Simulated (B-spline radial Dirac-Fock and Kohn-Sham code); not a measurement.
These are calculated numbers from a B-spline atomic structure program; the model is Dirac-Fock energy differences between relaxed states, corrected for Breit and QED terms. Correlation energy is missing from these numbers.

Question: An atom or ion in its tabulated ground configuration has these computed binding energies (the last is its least bound level). Which is it?

```
level  binding energy (eV)
2p1/2              14576.0
   3s               3928.2
3d5/2               2655.1
   4s               1159.6
4p1/2               1036.3
   5s                436.7
   5p                378.1
```

Answer: Hg¹⁶⁺: Z = 80 with 64 electrons, [Kr] 4d10 4f14 5s2 5p2.

Question: An atom or ion in its tabulated ground configuration has these computed binding energies (the last is its least bound level). Which is it?

| level | binding energy (eV) |
| --- | --- |
| 1s | 47847.4 |
| 2s | 10007.5 |
| 2p1/2 | 9612.1 |
| 2p3/2 | 9047.4 |
| 3s | 3818.6 |
| 3p1/2 | 3657.8 |
| 3p3/2 | 3518.8 |

Answer: Pm⁴³⁺: Z = 61 with 18 electrons, [Ne] 3s2 3p6. The hydrogen-like estimate √(E/Ry) = 59.3 for the K level lies 1.7 below Z (screening lowers it, relativity raises it); the outermost level, at 3518.8 eV, fixes the charge.
